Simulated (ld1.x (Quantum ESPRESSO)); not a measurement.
# Pb, TM: configuration errors across variants

ld1.x (Quantum ESPRESSO) 7.5 input, shortened:

```
&input
   title='Pb', zed=82., rel=1, dft='PBE', iswitch=3,
   config='[Xe] 4f14 5d10 6s2 6p2'
 /
 &inputp
   pseudotype=2, tm=.true., lloc=-2, rcloc=1.70,
   nlcc=.false.
 /
3
6S  1  0   2.00   0.00  1.50  1.50  0.0
6P  2  1   2.00   0.00  2.75  2.75  0.0
5D  3  2  10.00   0.00  1.60  1.60  0.0
 &test
   configts(1)='5d10 6s2 6p2'
 /
```

All-electron excitation energies from the reference (eV): (1) 5d10 6s2 6p1 6.575; (2) 5d10 6s2 6p0 20.020; (3) 5d10 6s1 6p0 52.430; (4) 5d10 6s0 6p4 17.835; (5) 5d10 6s1 6p3 8.736; (6) 5d10 6s2 6p1.5 2.492; (7) 5d10 6s2 6p2.3 -0.799.

Tests that are not counted but printed errors over 1 eV. “local potential all-electron potential smoothed inside 1.32 bohr (lloc = -2)”: 5d10 6s0 6p4 (solver errors, printed error -1271 eV); 5d10 6s1 6p3 (solver errors, printed error -53.9 eV); 1 more. “local potential all-electron potential smoothed inside 1.60 bohr (lloc = -2)”: 5d10 6s1 6p3 (pseudo-atom not self-consistent, printed error +2.6 eV).

A true bound ghost makes a file unfit for plane-wave use even where its test errors are small: the radial tests pick states by their node count and pass the ghost by. Where a test does run into it, the solver fails or the error is huge.

Errors AE − PS in meV (a dash: test not solved or not reliable):

| change | (1) | (2) | (3) | (4) | (5) | (6) | (7) | bound ghosts |
| --- | --- | --- | --- | --- | --- | --- | --- | --- |
| base | +0.8 | +11 | +71 | +33 | +15 | -0.2 | +0.5 | s |
| local potential all-electron potential smoothed inside 1.04 bohr (lloc = -2) | -2.7 | -11 | +22 | +21 | +12 | -0.9 | +0.4 | s, p |
| local potential all-electron potential smoothed inside 1.32 bohr (lloc = -2) | – | -13 | +15 | – | – | -2.5 | -0.2 | s, p |
| local potential all-electron potential smoothed inside 1.60 bohr (lloc = -2) | +52 | +187 | +607 | +36 | – | +16 | +1.2 | s |
| local potential all-electron potential smoothed inside 1.88 bohr (lloc = -2) | -1.2 | -4.4 | +34 | +28 | +13 | -0.6 | +0.4 | none |
| local potential all-electron potential smoothed inside 2.16 bohr (lloc = -2) | -1.7 | -7.3 | +24 | +23 | +12 | -0.7 | +0.4 | none |
| local potential all-electron potential smoothed inside 2.34 bohr (lloc = -2) | -2.0 | -8.9 | +18 | +20 | +11 | -0.8 | +0.4 | none |
| local potential all-electron potential smoothed inside 2.62 bohr (lloc = -2) | -2.9 | -14 | -1.1 | +13 | +9.1 | -0.9 | +0.4 | s |
| local potential all-electron potential smoothed inside 3.18 bohr (lloc = -2) | +19 | +39 | +196 | +109 | +34 | +4.4 | +1.7 | none |

Give the same row for: local potential all-electron potential smoothed inside 2.98 bohr (lloc = -2).

-7.5, -38, -80, -0.7, +2.6, -1.8, +0.2; bound ghosts: s.
